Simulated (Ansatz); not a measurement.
Basis-set extrapolation for `COB(C)S` (PBE0-D4/def2-TZVP geometry, frozen core, Ansatz 0.2.0). Multiplicity 1, RHF reference.

|  | def2-TZVPP | def2-QZVPP |
| --- | --- | --- |
| HF | -577.057774 | -577.077494 |
| MP2 correlation | -0.866028 | -0.929403 |
| CCSD(T) correlation | -0.953266 | not run |

Energies in hartree. Use E(X) = E(∞) + A·exp(−7.88·√X) for Hartree–Fock and E(X) = E(∞) + B·X^(−2.97) for correlation, with X = 3 and 4, and add CCSD(T) minus MP2 of the smaller set to the MP2 limit.

Question: What is the CCSD(T) energy at the basis-set limit?

Answer: HF limit: -577.077494 + (-0.019720) × 0.13774 = -577.08021. MP2 limit: -0.929403 + (-0.063375) × 0.74074 = -0.97635. Higher-order term: -0.953266 − (-0.866028) = -0.08724. Total: -578.14380 hartree, 348.6 kJ/mol below CCSD(T)/def2-TZVPP.
